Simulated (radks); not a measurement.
Exchange energies: the exact (Fock) value of the Kohn-Sham orbitals and density-functional approximations, in hartree. Species: Be3+ 1s1; Mn [Ar] 3d5 4s2; Al+ [Ne] 3s2; Sn9+ [Kr] 4d5. All-electron calculation, non-relativistic Kohn-Sham, LDA (Slater exchange, Perdew-Wang correlation), spin-polarised, spherical densities, point nucleus. Program: a radial shooting solver on a logarithmic mesh with Libxc functionals. Every spin shell is full or empty, so the densities are truly spherical. Functionals are evaluated on that one density, not self-consistently.

| functional | Be3+ | Mn | Al+ | Sn9+ |
|---|---|---|---|---|
| exact | -1.23360 | -50.8170 | -17.8134 | -153.621 |
| LDA | -1.0586 | -47.571 | -16.320 | -145.91 |
| B88 | -1.2238 | -50.952 | -17.838 | -153.58 |
| PW91 | -1.2125 | -50.921 | -17.816 | -153.51 |
| OPTX | -1.2268 | -51.146 | -17.823 | -155.43 |
| SOGGA | -1.1535 | -49.415 | -17.172 | -149.97 |
| EV93 | -1.2805 | -51.175 | -18.126 | -153.18 |
| TPSS | -1.2341 | -50.957 | -17.885 | -153.13 |
| revTPSS | -1.2340 | -50.580 | -17.771 | -152.16 |
| MS2 | -1.2343 | -50.812 | -17.866 | -152.69 |
